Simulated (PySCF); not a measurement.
A GIAO shielding run with PySCF 2.14.0 with density-fitted response routines (density fitting, non-relativistic, gas phase) on `CN([Si@@H](CC)C)C`, C₅H₁₅NSi:

```
{"job": {"kind": "nmr", "xc": "PBE0", "basis": "pcSseg-1"}, "charge": 0, "multiplicity": 1}
C     -2.209027    -0.857642    -0.531555
C     -1.436799     0.216636    -1.289084
Si     0.030413     0.943220    -0.312742
C     -0.592082     1.792760     1.267898
N      1.069497    -0.350958     0.158913
C      2.045883    -0.191778     1.208853
C      1.449218    -1.393733    -0.762466
H     -3.027933    -1.248044    -1.134998
H     -1.555867    -1.685172    -0.266452
H     -2.626697    -0.448890     0.385160
H     -1.094486    -0.190800    -2.240865
H     -2.117456     1.030064    -1.542607
H      0.669846     1.969479    -1.172504
H     -0.830030     1.075187     2.046980
H     -1.489971     2.365427     1.060254
H      0.144353     2.483168     1.665962
H      3.028162     0.088870     0.809502
H      2.159613    -1.133547     1.753858
H      1.722023     0.577900     1.901590
H      0.688265    -1.509940    -1.527059
H      1.558213    -2.341003    -0.225793
H      2.404453    -1.171820    -1.253694
```

Hardware: 1 thread of an x86-64 server CPU, shared host. The job also computes population analyses, field gradients.

Task: How large is the calculation?

Result: 66 electrons, 201 basis functions and 1058 auxiliary functions.

Task: How long does it take?

Result: 36 s of wall time, with 12 SCF cycles and 4 response iterations. Times on a shared host scatter by some tens of per cent.
